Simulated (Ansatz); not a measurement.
Geometry optimisation, RHF/STO-3G in Ansatz 0.2.0.

Input:

```yaml
crystal:
  periodic: [false, false, false]
  atoms:
    - { symbol: F, position_ang: [2.2272, -2.3161, 2.0172] }
    - { symbol: B, position_ang: [0.9584, -2.1201, 1.2422] }
    - { symbol: F, position_ang: [0.5683, -3.1013, 0.2374] }
    - { symbol: Si, position_ang: [-0.0726, -0.5358, 1.4913] }
    - { symbol: B, position_ang: [-0.63753, -0.37938, 3.34725] }
    - { symbol: Si, position_ang: [-1.86407, -1.71391, 4.0356] }
    - { symbol: Si, position_ang: [-0.05328, 1.04987, 4.46728] }
    - { symbol: H, position_ang: [0.81506, 0.64079, 1.21015] }
    - { symbol: H, position_ang: [-1.21587, -0.43387, 0.55595] }
    - { symbol: H, position_ang: [-3.09947, -1.07237, 4.45467] }
    - { symbol: H, position_ang: [-1.2096, -2.38412, 5.1489] }
    - { symbol: H, position_ang: [-2.16895, -2.71186, 2.96089] }
    - { symbol: H, position_ang: [-0.45045, 2.40836, 3.91813] }
    - { symbol: H, position_ang: [1.42375, 1.05525, 4.56756] }
    - { symbol: H, position_ang: [-0.62063, 0.92162, 5.80414] }
basis:
  gaussian: { orbitals: STO-3G }
hamiltonian:
  xc: hf
relax:
  f_tol: 0.015
  max_steps: 40
```

Run as:

```bash
$ ansatz run input.yaml --threads 1 --pin off --max-ram 2048MiB --backend cpu --events-out ev --progress --plain --runs-dir out
```

**Question.** Where does it end, and by what steps?

**Answer.** The run converged. The force dipped under the threshold on the way, but the program's further checks kept it going. Limits of this set-up: minimal basis. After 28 steps the energy has fallen by 2.025 eV; F3 moved furthest, 0.57 Å.

```tsv
step	energy less start (eV)	largest force component (eV/Å)	accepted
0	0.0000	5.962	yes
1	-1.5170	5.072	yes
2	-1.3873	4.289	no
3	-1.9009	2.358	yes
4	-2.0121	0.088	yes
5	-2.0135	0.057	yes
6	-2.0167	0.063	yes
7	-2.0044	0.627	no
8	-2.0182	0.011	yes
9	-2.0192	0.045	yes
10	-2.0198	0.068	yes
11	-2.0165	0.278	no
12	-2.0206	0.102	yes
13	-2.0219	0.146	yes
14	-2.0224	0.108	yes
15	-2.0231	0.005	yes
16	-2.0236	0.018	yes
17	-2.0236	0.093	no
18	-2.0241	0.036	yes
19	-2.0242	0.047	yes
20	-2.0237	0.120	no
21	-2.0243	0.031	yes
22	-2.0244	0.016	yes
23	-2.0245	0.023	yes
24	-2.0245	0.022	yes
25	-2.0245	0.015	yes
26	-2.0246	0.016	yes
27	-2.0243	0.047	no
28	-2.0246	0.010	yes
```

```xyz
15
Properties=species:S:1:pos:R:3
F 2.382 -1.911 1.883
B 1.245 -1.956 1.232
F 1.092 -2.988 0.441
Si -0.148 -0.552 1.442
B -0.710 -0.434 3.322
Si -2.105 -1.631 4.030
Si 0.123 0.910 4.497
H 0.395 0.682 0.980
H -1.250 -0.865 0.594
H -3.288 -0.875 4.274
H -1.702 -2.217 5.264
H -2.443 -2.691 3.141
H -0.402 2.194 4.170
H 1.534 0.958 4.309
H -0.123 0.682 5.881
```

The run took 63 s on 1 thread of Arm Neoverse V1, with other jobs on the host, peak memory 0.12 GiB.
